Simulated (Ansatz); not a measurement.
Wavefunction ladder for C2H11GaSi2 (`C[SiH2][CH2][GaH][SiH3]`)

```xyz
16

C     0.7654    0.4322    1.7866
Si   -0.6664    1.4133    1.0825
C    -0.7231    1.2875   -0.7827
Ga   -0.9946   -0.5597   -1.4061
Si    0.8514   -2.1195   -1.3917
H     0.6584   -0.6381    1.5899
H     1.7129    0.7588    1.3503
H     0.8302    0.5651    2.8690
H    -0.5432    2.8367    1.5107
H    -1.9435    0.8924    1.6542
H    -1.5252    1.9268   -1.1618
H     0.2328    1.6587   -1.1678
H    -2.4375   -1.0165   -1.8427
H     0.8569   -3.0207   -2.5782
H     0.7531   -2.9852   -0.1790
H     2.1725   -1.4319   -1.3332
```

Charge 0, multiplicity 1. Correlated methods include outer-core shells of Ga, which these sets cover unevenly. Scalar relativity is left out up to krypton. All single points use the PBE0-D4/def2-TZVP geometry. It is one conformer, not always the lowest. Frozen core, restricted reference, Ansatz.

```
     basis      HF (Eh)  MP2 corr.
  def2-SVP  -2582.76732   -0.71157
def2-TZVPP  -2583.30921   -0.84626
def2-QZVPP  -2583.37115   -1.13450
```

(1) Estimate the CCSD correlation energy and the (T) correction in each basis where they were run (hartree).

## Answers

(1) 
| basis | CCSD corr. | (T) |
| --- | --- | --- |
| def2-SVP | -0.78044 | -0.02374 |
| def2-TZVPP | -0.91397 | -0.03531 |
